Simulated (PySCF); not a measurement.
A calculated (PBE0, PySCF 2.14, aug-cc-pVTZ, no relativity, point nucleus) atom or ion has these occupied shells.

| shell | electrons | orbital energy (eV) | rms radius, mean of both spins (bohr) |
| --- | --- | --- | --- |
| 1s α | 1 | -6443.3 | 0.0713 |
| 1s β | 1 | -6443.2 | 0.0713 |
| 2s α | 1 | -775.78 | 0.306 |
| 2s β | 1 | -773.47 | 0.306 |
| 2p α | 3 | -667.86 | 0.275 |
| 2p β | 3 | -665.88 | 0.275 |
| 3s α | 1 | -117.76 | 0.915 |
| 3s β | 1 | -111.96 | 0.915 |
| 3p α | 3 | -86.235 | 0.969 |
| 3p β | 3 | -79.951 | 0.969 |
| 3d α | 4 | -35.947 | 1.17 |
| 4p α | 1 | -17.875 | 3.07 |

Problem. Name the element and its charge.

Solution. Mn²⁺ (manganese, charge +2), in [Ar] 3d4 4p1, one real determinant (an excited configuration).
